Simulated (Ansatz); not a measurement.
Reaction (substitution at a C–N bond): `C=NC(C)=S` + H₂Se → `CC(=S)[SeH]` + `C=N`

Gas-phase electronic energies from Ansatz, PBE0-D4/def2-TZVP geometries. CBS: MP2 limit from def2 TZ/QZ plus the TZ coupled-cluster correction, frozen cores. This one scheme is used for every species. Functionals use def2-TZVPP. B3LYP here is the variant with VWN-RPA as its local correlation; programs differ in this. For Se outer-core shells are correlated without core-valence functions, which leaves a few kJ/mol of doubt a bond. Scalar relativity is left out up to krypton. One conformer a species, not always the lowest.

(1) Is it downhill or uphill in electronic energy at CCSD(T)/CBS, and by how much? (Best estimate.)

(2) What do these levels give: PBE0-D4, B3LYP-D4, ωB97X-V, r2SCAN, PBE0, MP2/CBS(def2)? (Estimate.)

Largest T1 diagnostic among the species: 0.017.

Results:

(1) The calculation gave: Uphill: ΔE = +1.9 kcal/mol.

(2) The calculation gave: PBE0-D4 3.7, B3LYP-D4 3.5, ωB97X-V 4.4, r2SCAN 3.6, PBE0 3.8, MP2/CBS(def2) 0.9 kcal/mol.

In def2-TZVPP, CCSD(T) changes the Hartree–Fock value by −3.8 kcal/mol (the triples alone add −0.4 kcal/mol) and MP2 by −4.7 kcal/mol.
